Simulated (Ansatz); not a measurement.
Ansatz (a quantum-chemistry and plane-wave program) input:
A basis named .json is the Basis Set Exchange file of that set.

Ansatz 0.2 input:
```yaml
crystal:
  periodic: [false, false, false]
  atoms:
    - {symbol: O, position_ang: [1.26266590, -0.56782754, 0.24651039]}
    - {symbol: S, position_ang: [-0.15905165, -0.06174957, 0.42039352]}
    - {symbol: F, position_ang: [-0.92039015, -0.69724690, -0.75349422]}
    - {symbol: F, position_ang: [-0.11117853, 1.36670338, -0.14417350]}
    - {symbol: H, position_ang: [1.72761739, -0.49449504, -0.61936988]}
basis:
  gaussian:
    orbitals: aug-cc-pV_D+d_Z.json
total_charge: 1
magnetization: {spin_polarized: false}
correlation: {method: ccsd_t, electrons: outside_noble_gas}
output: {forces: true}
```

**Question.** Which total energy does the run end on?

**Answer.** -672.31611 Eh (CCSD(T)/aug-cc-pV(D+d)Z). The basis has 110 functions. The run takes roughly 100 core-seconds.

It need not be the lowest isomer of its formula.
